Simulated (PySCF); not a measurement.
PySCF input for [(Z)-prop-1-enyl]silane (C3H8Si), SMILES [SiH3]/C=C\C, TDDFT-PBE0/def2-SVPD. Coordinates come from a r2SCAN-D4/def2-SVP optimisation.

```python
import numpy as np
from pyscf import gto, scf, dft, tdscf

mol = gto.M(
    atom='''
    C     0.73681946   -1.83948072    0.00000000
    C    -0.64306554   -1.26729720   -0.00000000
    C    -0.96281627    0.04115315   -0.00000000
    Si    0.25731951    1.46449164    0.00000000
    H     0.89448921   -2.48382430    0.88240048
    H     0.89448921   -2.48382430   -0.88240048
    H     1.51845945   -1.06399596   -0.00000001
    H    -1.45644908   -2.00904801   -0.00000000
    H    -2.03211694    0.29346844    0.00000000
    H     1.14609772    1.44298397    1.20476476
    H    -0.49916626    2.75212188   -0.00000001
    H     1.14609772    1.44298396   -1.20476476
    ''',
    basis='def2-SVPD',
    charge=0,
    spin=0,
    symmetry=True,
    max_memory=1600,
    verbose=4,
)
mf = dft.RKS(mol, xc='pbe0').density_fit(auxbasis='def2-universal-jkfit')
mf.grids.level = 3
mf.conv_tol = 1e-9
mf.max_cycle = 100
mf.kernel()
mf.grids = dft.Grids(mol).set(level=1).build(with_non0tab=True)  # coarser grid for the response kernel
td = tdscf.TDDFT(mf)
td.singlet = True
td.nstates = 10
td.conv_tol = 1e-4
td.positive_eig_threshold = 1e-6
td.kernel(x0=td.get_init_guess(mf, 15))
td.analyze()
tt = tdscf.TDA(mf)
tt.singlet = False
tt.nstates = 4
tt.conv_tol = 1e-4
tt.positive_eig_threshold = 1e-6
tt.kernel(x0=tt.get_init_guess(mf, 9))
tt.analyze(verbose=3)
```

Program output:

```
PySCF version 2.14.0

[INPUT] verbose = 4
[INPUT] num. atoms = 12
[INPUT] num. electrons = 40
[INPUT] charge = 0
[INPUT] spin (= nelec alpha-beta = 2S) = 0
[INPUT] symmetry True subgroup None
[INPUT] Mole.unit = angstrom
[INPUT] Symbol           X                Y                Z      unit          X                Y                Z       unit  Magmom
[INPUT]  1 C      0.736819460000  -1.839480720000   0.000000000000 AA    1.392386982650  -3.476114772218   0.000000000000 Bohr   0.0
[INPUT]  2 C     -0.643065540000  -1.267297200000   0.000000000000 AA   -1.215217750746  -2.394844626428   0.000000000000 Bohr   0.0
[INPUT]  3 C     -0.962816270000   0.041153150000   0.000000000000 AA   -1.819459058575   0.077768182663   0.000000000000 Bohr   0.0
[INPUT]  4 Si     0.257319510000   1.464491640000   0.000000000000 AA    0.486263400407   2.767488111315   0.000000000000 Bohr   0.0
[INPUT]  5 H      0.894489210000  -2.483824300000   0.882400480000 AA    1.690339628279  -4.693747668540   1.667495239385 Bohr   0.0
[INPUT]  6 H      0.894489210000  -2.483824300000  -0.882400480000 AA    1.690339628279  -4.693747668540  -1.667495239385 Bohr   0.0
[INPUT]  7 H      1.518459450000  -1.063995960000  -0.000000010000 AA    2.869472491758  -2.010660962044  -0.000000018897 Bohr   0.0
[INPUT]  8 H     -1.456449080000  -2.009048010000   0.000000000000 AA   -2.752289875575  -3.796550510002   0.000000000000 Bohr   0.0
[INPUT]  9 H     -2.032116940000   0.293468440000   0.000000000000 AA   -3.840144469689   0.554574977803   0.000000000000 Bohr   0.0
[INPUT] 10 H      1.146097720000   1.442983970000   1.204764760000 AA    2.165810802788   2.726844505438   2.276675440927 Bohr   0.0
[INPUT] 11 H     -0.499166260000   2.752121880000  -0.000000010000 AA   -0.943287522023   5.200756614623  -0.000000018897 Bohr   0.0
[INPUT] 12 H      1.146097720000   1.442983960000  -1.204764760000 AA    2.165810802788   2.726844486540  -2.276675440927 Bohr   0.0

nuclear repulsion = 153.387544082558
point group symmetry = Cs
symmetry origin: [ 3.30702067e-09  9.44863143e-10 -9.44863054e-10]
symmetry axis x: [ 1.00000000e+00 -1.43018931e-09 -4.90034244e-10]
symmetry axis y: [-1.43018931e-09 -1.00000000e+00  5.69689133e-11]
symmetry axis z: [4.90034244e-10 5.69689021e-11 1.00000000e+00]
num. orbitals of irrep A' = 99
num. orbitals of irrep A" = 49
number of shells = 66
number of NR pGTOs = 212
number of NR cGTOs = 148
basis = def2-SVPD
ecp = {}


[settings echo left out]
init E= -408.149718564695
HOMO (A") = -0.306093988479826  LUMO (A") = -0.0893100841696852  gap/eV = 5.89899
cycle= 1 E= -408.126676065234  delta_E= 0.023  |g|= 0.299  |ddm|= 4.41
HOMO (A") = -0.224216043436931  LUMO (A") = 0.0146959199852033  gap/eV = 6.50113
cycle= 2 E= -408.121317145617  delta_E= 0.00536  |g|= 0.33  |ddm|= 0.915
HOMO (A") = -0.277090921032212  LUMO (A") = -0.0199440015076666  gap/eV = 6.99732
cycle= 3 E= -408.151596733816  delta_E= -0.0303  |g|= 0.0419  |ddm|= 0.449
HOMO (A") = -0.275472254892278  LUMO (A") = -0.0185036923259592  gap/eV = 6.99247
cycle= 4 E= -408.151848646921  delta_E= -0.000252  |g|= 0.0305  |ddm|= 0.101
HOMO (A") = -0.274646019484848  LUMO (A") = -0.0175313777538295  gap/eV = 6.99645
cycle= 5 E= -408.152098124653  delta_E= -0.000249  |g|= 0.00448  |ddm|= 0.0465
HOMO (A") = -0.275214431370082  LUMO (A") = -0.0180672749076374  gap/eV = 6.99733
cycle= 6 E= -408.152103534387  delta_E= -5.41e-06  |g|= 0.00117  |ddm|= 0.0105
HOMO (A") = -0.275100041856643  LUMO (A") = -0.0179655243048731  gap/eV = 6.99699
cycle= 7 E= -408.152103877822  delta_E= -3.43e-07  |g|= 0.000192  |ddm|= 0.00206
HOMO (A") = -0.275098701630233  LUMO (A") = -0.0179548114978552  gap/eV = 6.99724
cycle= 8 E= -408.152103887889  delta_E= -1.01e-08  |g|= 4.98e-05  |ddm|= 0.000513
HOMO (A") = -0.275096534070844  LUMO (A") = -0.0179529690453823  gap/eV = 6.99723
cycle= 9 E= -408.152103888736  delta_E= -8.47e-10  |g|= 8.36e-06  |ddm|= 0.000156
HOMO (A") = -0.275097094407038  LUMO (A") = -0.0179535508452346  gap/eV = 6.99723
Extra cycle  E= -408.152103888733  delta_E= 2.5e-12  |g|= 9.48e-06  |ddm|= 4.41e-05
converged SCF energy = -408.152103888733
tot grids = 41728
Overwritten attributes  positive_eig_threshold  of <class 'pyscf.tdscf.rks.TDDFT'>


******** <class 'pyscf.tdscf.rks.TDDFT'> for <class 'pyscf.df.df_jk.DFSymAdaptedRKS'> ********
nstates = 10 singlet
deg_eia_thresh = 1.000e-03
wfnsym = None
conv_tol = 0.0001
eigh lindep = 1e-12
eigh level_shift = 0
eigh max_cycle = 100


Excitation energies (eV)
[6.53848862 6.68292839 6.87422199 7.43275093 7.51930965 7.65716298
 7.81351484 8.06310829 8.12575682 8.33800463]

** Singlet excitation energies and oscillator strengths **
Excited State   1:   A'      6.53849 eV    189.62 nm  f=0.3278
      20 -> 21        0.69461
Excited State   2:   A"      6.68293 eV    185.52 nm  f=0.0013
      19 -> 21        0.69111
Excited State   3:   A"      6.87422 eV    180.36 nm  f=0.0015
      20 -> 22        0.68230
      20 -> 23       -0.16337
Excited State   4:   A"      7.43275 eV    166.81 nm  f=0.0041
      18 -> 21        0.18277
      20 -> 22        0.13880
      20 -> 23        0.54965
      20 -> 24       -0.34120
      20 -> 26       -0.14893
Excited State   5:   A"      7.51931 eV    164.89 nm  f=0.0102
      20 -> 23        0.35147
      20 -> 24        0.59585
Excited State   6:   A"      7.65716 eV    161.92 nm  f=0.0167
      18 -> 21        0.65764
      20 -> 23       -0.15275
Excited State   7:   A"      7.81351 eV    158.68 nm  f=0.0097
      20 -> 25       -0.68465
Excited State   8:   A"      8.06311 eV    153.77 nm  f=0.0023
      20 -> 23        0.12273
      20 -> 26        0.67898
Excited State   9:   A'      8.12576 eV    152.58 nm  f=0.0232
      17 -> 21        0.64053
      19 -> 22        0.19047
      19 -> 23       -0.11959
      20 -> 27       -0.16847
Excited State  10:  ???      8.33800 eV    148.70 nm  f=0.0090
      17 -> 21       -0.17969
      19 -> 22        0.66625

** Transition electric dipole moments (AU) **
state          X           Y           Z        Dip. S.      Osc.
  1         0.0028     -1.4304     -0.0000      2.0461      0.3278
  2        -0.0000     -0.0000     -0.0875      0.0077      0.0013
  3        -0.0000     -0.0000     -0.0943      0.0089      0.0015
  4         0.0000      0.0000      0.1501      0.0225      0.0041
  5        -0.0000     -0.0000      0.2357      0.0556      0.0102
  6         0.0000      0.0000     -0.2983      0.0890      0.0167
  7        -0.0000     -0.0000     -0.2249      0.0506      0.0097
  8         0.0000      0.0000     -0.1090      0.0119      0.0023
  9         0.3025     -0.1579     -0.0000      0.1165      0.0232
 10        -0.1876      0.0936     -0.0000      0.0439      0.0090

** Transition velocity dipole moments (imaginary part, AU) **
state          X           Y           Z        Dip. S.      Osc.
  1        -0.0026     -0.3398     -0.0000      0.1154      0.3203
  2         0.0000     -0.0000     -0.0231      0.0005      0.0015
  3        -0.0000     -0.0000     -0.0315      0.0010      0.0026
  4        -0.0000      0.0000      0.0430      0.0018      0.0045
  5         0.0000      0.0000      0.0664      0.0044      0.0106
  6        -0.0000      0.0000     -0.0859      0.0074      0.0175
  7         0.0000     -0.0000     -0.0768      0.0059      0.0137
  8        -0.0000      0.0000     -0.0352      0.0012      0.0028
  9         0.0914     -0.0462     -0.0000      0.0105      0.0234
 10        -0.0582      0.0273      0.0000      0.0041      0.0090

** Transition magnetic dipole moments (imaginary part, AU) **
state          X           Y           Z
  1         0.0000      0.0000     -1.2559
  2         0.4497     -0.7841     -0.0000
  3        -0.2903      0.6876      0.0000
  4        -0.3036      0.4781     -0.0000
  5         0.4830     -0.5315     -0.0000
  6         0.2196     -0.0009      0.0000
  7         0.1260      0.2976     -0.0000
  8        -0.3691     -0.4383     -0.0000
  9        -0.0000     -0.0000     -0.0041
 10         0.0000      0.0000      0.6755
Overwritten attributes  positive_eig_threshold  of <class 'pyscf.tdscf.rks.TDA'>


******** <class 'pyscf.tdscf.rks.TDA'> for <class 'pyscf.df.df_jk.DFSymAdaptedRKS'> ********
nstates = 4 triplet
deg_eia_thresh = 1.000e-03
wfnsym = None
conv_tol = 0.0001
eigh lindep = 1e-12
eigh level_shift = 0
eigh max_cycle = 100


Excitation energies (eV)
[3.96273933 6.11393273 6.7456458  7.21226239]

** Triplet excitation energies and oscillator strengths **
Excited State   1:   A'      3.96274 eV    312.87 nm  f=0.0000
Excited State   2:   A"      6.11393 eV    202.79 nm  f=0.0000
Excited State   3:   A"      6.74565 eV    183.80 nm  f=0.0000
Excited State   4:   A"      7.21226 eV    171.91 nm  f=0.0000
```

The calculation finished and met its thresholds.
